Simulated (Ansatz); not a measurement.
`C#C[SiH](Cl)OC` + CH₄ → `C#C[SiH](C)OC` + HCl  (formal exchange of groups at the Si–Cl bond)

Computed with Ansatz on PBE0-D4/def2-TZVP structures; ΔE is electronic, products minus reactants. CCSD(T)/CBS adds triple-zeta CCSD(T) − MP2 to the extrapolated MP2 energy (def2 sets, frozen cores). This one scheme is used for every species. DFT in def2-TZVPP. HSE06 is defined as in plane-wave codes. Each species was taken in one conformer, which may not be the lowest.

```csv
level,ΔE (kcal/mol)
HSE06-D4,25.3
ωB97X-V,25.4
B2PLYP,26.1
BLYP,25.8
```

Question: What does CCSD(T)/CBS give? (An estimate is asked.)

Answer: Computed: +25.5 kcal/mol. The listed levels differ from it by -0.2, -0.1, 0.6, 0.3 kcal/mol.

Question: What do rigid-rotor, harmonic-oscillator terms from PBE0-D4/def2-TZVP frequencies (298.15 K, 1 bar) make of the CCSD(T)/CBS value? (Best estimate.)

Answer: The calculation gave: ΔZPE = -2.1 kcal/mol, ΔH = +23.6 kcal/mol, ΔS = 8 J/(mol·K), ΔG = +23.0 kcal/mol.

Largest T1 diagnostic among the species: 0.012.

In def2-TZVPP, CCSD(T) changes the Hartree–Fock value by −2.4 kcal/mol (the triples alone add +0.0 kcal/mol) and MP2 by −1.0 kcal/mol. Leaving LDA and LC-ωPBE aside and taking each functional with its dispersion term where it has one, the values, not all of them listed here, spread over 1.6 kcal/mol, from revPBE-D4 to BHLYP-D4. LDA lies −1.2 kcal/mol from PBE without D4.
